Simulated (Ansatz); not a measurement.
CH4MoO2S2, SMILES `C[O][Mo]([OH])(=[S])=[S]`. Charge 0, multiplicity 1. Mo takes the def2 core potential. All single points use the PBE0-D4/def2-TZVP geometry. It is one conformer, not always the lowest.

```xyz
10

C    -1.071    0.375   -1.518
O    -0.686   -0.152   -0.274
Mo    0.796   -0.266    0.793
O     0.363    0.156    2.555
S     1.592   -2.212    0.673
S     2.213    1.103    0.058
H    -1.004   -0.405   -2.280
H    -2.106    0.718   -1.443
H    -0.424    1.212   -1.794
H     0.326   -0.529    3.230
```

(1) What is the dipole moment at B3LYP/def2-TZVPP? (Estimate.)

(2) And with PBE, r2SCAN, ωB97M-V? (An estimate is asked.)

(3) Give the Mulliken charges with B3LYP, PBE, r2SCAN in def2-TZVPP. (Estimate.)

Answers

(1) The calculation gave: 2.43 D, with components (-2.41, 0.10, -0.28) D in this frame, pointing from negative to positive charge.

(2) Computed: PBE 2.59 D, r2SCAN 2.65 D, ωB97M-V 2.32 D.

(3) Ansatz gave: 
```csv
atom,B3LYP,PBE,r2SCAN
C1,-0.08,-0.09,0.05
O2,-0.48,-0.40,-0.47
Mo3,1.17,1.05,1.16
O4,-0.49,-0.44,-0.50
S5,-0.34,-0.34,-0.36
S6,-0.34,-0.33,-0.35
H7,0.12,0.11,0.08
H8,0.11,0.11,0.07
H9,0.11,0.10,0.07
H10,0.22,0.23,0.24
```

B3LYP here is the variant with VWN-RPA as its local correlation; programs differ in this.
